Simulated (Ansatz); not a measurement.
C2H7NOSi2 can be A, `[SiH3][SiH]1N=CCO1`, or B, `OC1=N[SiH2]C[SiH2]1`.

Gas-phase electronic energies from Ansatz, PBE0-D4/def2-TZVP geometries. CCSD(T)/CBS adds triple-zeta CCSD(T) − MP2 to the extrapolated MP2 energy (def2 sets, frozen cores). DFT in def2-TZVPP. B3LYP here is the variant with VWN-RPA as its local correlation; programs differ in this. One conformer a species, not always the lowest.

A:

Z-matrix (Å, degrees):
```
Si
Si 1 2.344
H 1 1.488 2 110.0
H 1 1.488 2 110.2 3 119.8
H 1 1.487 2 109.8 3 -119.9
N 2 1.762 1 112.7 3 172.0
O 2 1.672 1 112.1 3 63.5
H 2 1.489 1 111.4 3 -62.2
C 6 1.267 2 105.7 1 -117.3
C 7 1.408 2 109.6 1 117.8
H 9 1.096 6 121.8 2 179.8
H 10 1.098 7 110.6 2 -120.4
H 10 1.098 7 110.6 2 120.9
```

B:

```xyz
13

O     0.890    2.102    1.429
C     0.296    1.105    0.760
N    -0.967    0.971    0.741
Si   -1.554   -0.387   -0.184
C    -0.001   -1.234   -0.855
Si    1.377   -0.153   -0.197
H     0.184    2.624    1.841
H    -2.342   -1.286    0.699
H    -2.438    0.099   -1.275
H     0.085   -2.259   -0.488
H    -0.001   -1.268   -1.947
H     2.162    0.538   -1.252
H     2.309   -0.849    0.728
```

Which isomer does CCSD(T)/CBS put lower? Give the gap. (Best estimate.)

Ansatz gave: B, by 24.4 kJ/mol.

Give E(B) − E(A) in kJ/mol with B3LYP, B3LYP-D4, CCSD(T)/def2-TZVPP, B2PLYP, CCSD/def2-TZVPP, PBE0-D4, HF/def2-TZVPP. (Estimate.)

Computed: B3LYP -18.9, B3LYP-D4 -22.6, CCSD(T)/def2-TZVPP -21.3, B2PLYP -23.6, CCSD/def2-TZVPP -17.0, PBE0-D4 -28.2, HF/def2-TZVPP -2.0. None reverses the order clearly.

Largest T1 diagnostic: 0.014.

The D4 term adds −3.6 kJ/mol with B3LYP and −1.7 kJ/mol with PBE0; it sums over pairs of atoms, weighted by their polarisabilities, and B3LYP, whose exchange is more repulsive, gets the larger term. In def2-TZVPP, CCSD(T) changes the Hartree–Fock value by −19.4 kJ/mol (the triples alone add −4.3 kJ/mol) and MP2 by −31.5 kJ/mol.
